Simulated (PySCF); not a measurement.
C3H6O2Si. Atoms are numbered in the order given.

```xyz
12

C      2.5375     0.9412    -0.8869
C      1.3298     0.4777    -1.0923
C      0.1101     0.0204    -1.2226
Si    -0.9853    -0.0643     0.2815
O     -1.3851    -1.6691     0.4392
O     -0.1741     0.5478     1.5902
H      2.7589     2.0076    -0.9967
H      3.3631     0.2704    -0.6276
H     -0.2347    -0.3276    -2.2052
H     -2.2206     0.7549     0.1646
H     -2.0430    -1.8783     1.1090
H      0.7791     0.4082     1.5900
```

Coordinates come from a PBE0-D3(BJ)/def2-SVP optimisation. This is a generated structure with no PubChem entry under its InChIKey; it may be hypothetical. Other conformers were not sampled.

Calculation: PySCF with PBE/pcSseg-1.

GIAO shieldings, no solvent; atoms listed in one row are averaged. δ = σ(ref) − σ: ¹³C against TMS (σ = 182.0 ppm); ²⁹Si against TMS (σ = 335.4 ppm); ¹⁷O against H2O (σ = 334.3 ppm); ¹H against TMS (σ = 31.49 ppm), references at their B3LYP-D3(BJ)/def2-TZVP geometries, non-relativistic.

### Question
Estimate the chemical shifts. (The exact figures need the calculation; the answer reports its results.)

### Answer

```
nucleus   atoms  count  δ (ppm)
-------  ------  -----  -------
¹³C          C2      1    224.2
¹³C          C3      1     83.4
¹³C          C1      1     72.9
²⁹Si        Si4      1    -31.2
¹⁷O          O5      1     83.1
¹⁷O          O6      1     65.6
¹H          H10      1     5.38
¹H           H9      1     5.37
¹H       H7, H8      2     4.90
¹H          H12      1     2.73
¹H          H11      1     2.28
```
